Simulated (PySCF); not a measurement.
**Structure from 2D NMR**

Compound of formula C5H12O3Si. Correlations simulated from computed shifts and the bond graph:

HSQC (one-bond C–H):
```
  δH    δC
2.14  23.8
1.28  25.0
```

HMBC (two and three bonds, from the bond graph):
```
  δH          δC
4.53  75.7, 25.0
2.14       180.6
1.28  75.7, 25.0
```

Carbons without hydrogens: δ 180.6, 75.7.

PySCF 2.14.0 with density-fitted response routines calculation with shieldings: GIAO PBE0/pcSseg-1 and GFN2-xTB geometry; relativity neglected, in vacuum, averaged over atoms made equivalent by symmetry, fast rotation or ring inversion, one computed conformer.

δ = σ(ref) − σ, references computed at the same level: TMS for ¹H (31.72 ppm), ¹³C (186.93 ppm).

Exchangeable hydrogens are left out of these lists.

Question: Work out the connectivity.

Answer: `CC(=O)OC(C)(C)[SiH2]O`.

Mapped SMILES: `[CH3:1][C:2](=[O:3])[O:4][C:5]([CH3:6])([CH3:7])[SiH2:8][OH:9]`. Hydrogens are named by the atom that carries them.

- δC 180.6 is C2, an ester carbonyl carbon.
- δC 75.7 is C5, a fully substituted sp3 carbon bonded to O and Si.
- δC 25.0 is C6/C7, a methyl carbon (δH 1.28).
- δC 23.8 is C1, a methyl carbon α to a carbonyl (δH 2.14).
- HMBC from δH 4.53 reaches the proton-free carbon C5.
- HMBC from δH 2.14 reaches the proton-free carbon C2.
- HMBC from δH 1.28 reaches the proton-free carbon C5.

The shifts were computed for this structure.

Exchangeable OH/NH protons stand at their gas-phase positions; hydrogen bonding in a real sample shifts them, mostly to higher δ. Shifts are as computed. Against solution values, carbons near 30 ppm lie about +3 ppm off and those near 130 ppm about +5 ppm. Of 1211 compounds with measured shifts, 218 miss one by over three times the rms of a fit or turn the order of signals round; such compounds aren't used in these exercises.
